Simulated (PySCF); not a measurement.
Species: C9H7NS.
SMILES with atom numbers: `[cH:1]1[cH:2][c:3](-[c:4]2[cH:5][cH:6][s:7][cH:8]2)[cH:9][cH:10][n:11]1`

Geometry (PBE0-D3(BJ)/def2-SVP, Å), atoms numbered from 1 in this order:
```xyz
18
C9H7NS angstrom
C     -2.8051   -0.9251   -0.2312
C     -1.4294   -1.1372   -0.2389
C     -0.5654   -0.0423   -0.1013
C      0.8962   -0.2044   -0.0912
C      1.8280    0.8015   -0.5055
C      3.1299    0.3987   -0.3949
S      3.2478   -1.1993    0.2224
C      1.5468   -1.3460    0.3273
C     -1.1647    1.2177    0.0271
C     -2.5538    1.3168    0.0165
N     -3.3702    0.2737   -0.1084
H     -3.4868   -1.7767   -0.3416
H     -1.0338   -2.1460   -0.3755
H      1.5355    1.7760   -0.8975
H      4.0292    0.9550   -0.6557
H      1.1010   -2.2557    0.7266
H     -0.5566    2.1154    0.1554
H     -3.0293    2.2993    0.1195
```

Probes without a nucleus sit at each ring's centroid and 1 Å off its mean plane on both sides; NICS is minus the shielding there, NICSzz its component along the normal. Level: GIAO PBE0/pcSseg-1 (PySCF, non-relativistic, gas phase) on the PBE0-D3(BJ)/def2-SVP geometry, one conformer.

Ring bond lengths (Å), with Mayer bond orders in brackets: C1–C2 1.392 (1.42), C2–C3 1.402 (1.38), C3–C9 1.401 (1.39), C9–C10 1.393 (1.41), C10–N11 1.330 (1.48), N11–C1 1.331 (1.47); C4–C5 1.432 (1.26), C5–C6 1.367 (1.58), C6–S7 1.717 (1.18), S7–C8 1.710 (1.20), C8–C4 1.379 (1.53).

What do the NICS probes read (ppm)?

```tsv
ring	type	NICS(0)	NICS(1), two faces	NICS(1)zz, two faces	rms pucker (Å)	centre to ring atoms, mean (Å)
C1–C2–C3–C9–C10–N11	6-membered ring with N; formal bonds all aromatic	-6.7	-10.4 / -10.4	-25.8 / -25.6	0.00	1.37
C4–C5–C6–S7–C8	5-membered ring with S; formal bonds all aromatic	-11.9	-10.9 / -10.9	-25.5 / -25.4	0.00	1.29
```

What can be read from them?

- C1–C2–C3–C9–C10–N11: mean NICS(1)zz -25.7 ppm, shielded, aromatic by this magnetic criterion (flat ring, no four-coordinate atom).
- C4–C5–C6–S7–C8: mean NICS(1)zz -25.4 ppm, shielded. The ring is flat and has no four-coordinate atom; by the NICS criterion it is aromatic.

How equal are the bonds by HOMA? HOMA = 1 − mean of α(R − Ropt)² over the ring bonds, with Krygowski's 1993 parameters (CC: Ropt 1.388 Å, α 257.7 Å⁻²; CN: Ropt 1.334 Å, α 93.52 Å⁻²; CS: Ropt 1.677 Å, α 94.09 Å⁻²).

- C1–C2–C3–C9–C10–N11: HOMA 0.98; the largest term is that of C2–C3, α(R − Ropt)² = 0.05. The geometric and the magnetic index point the same way.
- C4–C5–C6–S7–C8: HOMA 0.82; the largest term is that of C4–C5, α(R − Ropt)² = 0.51. The geometric and the magnetic index point the same way.

What are the shieldings of the ring atoms and their hydrogens in the same run (means over atoms taken as equivalent)?

```csv
atoms,environment,σ isotropic (ppm)
C1 (×2),aromatic CH next to a ring nitrogen,27.9
C2 (×2),aromatic CH carbon,59.0
C3,substituted aromatic carbon,37.6
C4,substituted aromatic carbon,38.6
C5,aromatic CH carbon,53.4
C6,aromatic CH next to a ring sulfur,49.8
S7,thiophene-type sulfur,265.1
C8,aromatic CH next to a ring sulfur,53.8
N11,pyridine-type nitrogen,-92.6
H12 (×2),aromatic hydrogen,22.45
H13 (×2),aromatic hydrogen,23.91
H14,aromatic hydrogen,23.78
H15,aromatic hydrogen,23.98
H16,aromatic hydrogen,23.80
```

The list is cut; further classes of hydrogen are left out.

How do the values depend on the level or the medium?

| level | NICS(0), C1–C2–C3–C9–C10–N11 | mean NICS(1)zz, C1–C2–C3–C9–C10–N11 | NICS(0), C4–C5–C6–S7–C8 | mean NICS(1)zz, C4–C5–C6–S7–C8 |
| --- | --- | --- | --- | --- |
| PBE0/pcSseg-1, gas | -6.7 | -25.7 | -11.9 | -25.4 |
| wB97X-D/pcSseg-2, gas | -6.3 | -26.3 | -11.5 | -25.8 |

The geometry is the same throughout.

Hardware: an AMD EPYC 7B13 with 2 threads, shared host with 64 logical CPUs at a one-minute load of 15. Cost: 27 s wall, 67 s CPU, 1.8 GiB resident at most. This is the whole shielding run at PBE0/pcSseg-1, SCF included.
